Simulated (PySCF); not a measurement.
Gas-phase XPS of AsMe3, computed

Compound: AsMe3, C₃H₉As.
Structure used (PBE0-D3(BJ)/def2-SVP), in Å, numbered top down from 1:
```
atom  x, y, z in Å
As1    0.0184   -0.0080    1.0367
C2     1.7031   -0.0189    0.0233
H3     2.2931    0.8715    0.2867
H4     1.5220   -0.0237   -1.0624
H5     2.2893   -0.9090    0.2955
C6    -0.8325    1.4748    0.0653
H7    -0.7844    1.3256   -1.0244
H8    -0.3268    2.4176    0.3216
H9    -1.8860    1.5580    0.3705
C10   -0.8613   -1.4696    0.0598
H11   -1.9228   -1.5119    0.3450
H12   -0.3958   -2.4277    0.3341
H13   -0.7858   -1.3309   -1.0296
```

Method used: delta-SCF UKS SCAN, pcX-2 on the ionised atom, pcseg-1 elsewhere, spin-free X2C (PySCF). These are vertical core ionisation energies against the vacuum level, from separate self-consistent calculations with and without the core hole.

Task: Give the core binding energies atom by atom.

Result: 
```
  atom(s)                  environment  level  binding energy (eV)  count
C2/C6/C10  carbon bonded to As and 3 H   C 1s               290.16      3
```

Task: Give the binding energy of C 1s of C2/C6/C10 in hartree and in kJ/mol.

Result: 290.16 eV = 10.6632 Eh = 27996 kJ/mol.

Task: Which photon wavelength matches the C 1s of C2/C6/C10 threshold?

Result: λ = hc/E = 12398.42 eV Å / 290.16 eV = 42.730 Å.

The first atom of each set that the bonding makes equivalent was ionised and stands for the set. No level of arsenic is listed. Geometry: PBE0-D3(BJ)/def2-SVP; no solvent, vibrations or thermal averaging.
